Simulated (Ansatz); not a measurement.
Method: Ansatz (a quantum-chemistry and plane-wave program) with frozen-core CCSD(T)/cc-pVTZ // PBE0-D4/def2-TZVP.

Ansatz 0.2 input:
```yaml
crystal:
  periodic: [false, false, false]
  atoms:
    - { symbol: O, position_ang: [1.212668, -0.138152, 0.373154] }
    - { symbol: Si, position_ang: [-0.389975, 0.023068, 0.02553] }
    - { symbol: H, position_ang: [1.825531, -0.200293, -0.359957] }
    - { symbol: H, position_ang: [-0.660548, 1.259398, -0.758748] }
    - { symbol: H, position_ang: [-1.083889, 0.093795, 1.331467] }
    - { symbol: H, position_ang: [-0.901795, -1.135439, -0.757228] }
basis:
  gaussian: { orbitals: cc-pVTZ }
correlation:
  method: ccsd_t
```

Output:

```
Functional definition: HF
687 factors; integrals over basis functions are off by at most 1.3e-3 eV
mean field evaluation 1: about -9962.7551 eV, gradient 3.4e1 eV
mean field evaluation 2: about -9962.7651 eV, gradient 3.4e1 eV
mean field evaluation 4: about -9964.9666 eV, gradient 2.3e0 eV
mean field evaluation 8: about -9964.9884 eV, gradient 7.6e-2 eV
mean field evaluation 16: about -9964.9731 eV, gradient 3.2e-1 eV
mean field -9964.98842652 eV, -366.2065701630 hartree, gradient 1.6e-6 eV, S^2 0.000000; 0 other end points of the search recorded, 0 dependent functions left out
6 core orbitals not correlated
reference -9964.98842652 eV, -366.2065701630 hartree; 7, 7 occupied and 107, 107 virtual orbitals, 687 factors
second order -10.24937391 eV of doubles, -0.00000000 eV of singles
cycle   1  -10.57881151 eV  change   -3.3e-1 eV  update   6.8e-2
cycle   2  -10.86450996 eV  change   -2.9e-1 eV  update   2.0e-2
cycle   3  -10.91820571 eV  change   -5.4e-2 eV  update   9.4e-3
cycle   4  -10.91140890 eV  change    6.8e-3 eV  update   1.9e-3
cycle   5  -10.91180575 eV  change   -4.0e-4 eV  update   8.0e-4
cycle   6  -10.91191272 eV  change   -1.1e-4 eV  update   2.0e-4
cycle   7  -10.91180485 eV  change    1.1e-4 eV  update   6.9e-5
cycle   8  -10.91180577 eV  change   -9.2e-7 eV  update   2.4e-5
cycle   9  -10.91181047 eV  change   -4.7e-6 eV  update   8.2e-6
perturbative correction -0.33057963 eV, -0.0121485772 hartree
Total energy: -9976.23081662 eV, -366.6197203787 hartree
```

Cost: roughly 9 core-seconds.
